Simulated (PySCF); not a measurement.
Sn(Cl)4 anion (Cl4Sn), SMILES [Cl][Sn]([Cl])([Cl])[Cl] (connectivity only; charge and spin as stated), charge -1, multiplicity 2.

Coordinates come from a B3LYP-D3(BJ)/def2-SVPD optimisation. The spin state was assumed, not searched. The isomer is the one that the SMILES or the coordinates give; other isomers of the formula were not compared. The def2 effective core potentials stand for the cores of Sn; spin–orbit coupling is left out.

Computed with r2SCAN/def2-SVPD run with PySCF.

Isolated molecule, no solvent.

Computed frontier levels, dipole moment and polarisability:
The α spin, highest occupied and lowest empty level is -1.65 and 2.43 eV, the β spin, highest occupied and lowest empty level comes out as -3.90 and -0.99 eV and the dipole moment about the centre of nuclear charge comes out as 0.00 D. The mean static polarisability comes out as 130.1 bohr³ (19.27 Å³) and the polarisability, principal values comes out as 130.1, 130.1, 130.1 bohr³. The ⟨S²⟩ comes out as 0.752 (pure state 0.75).
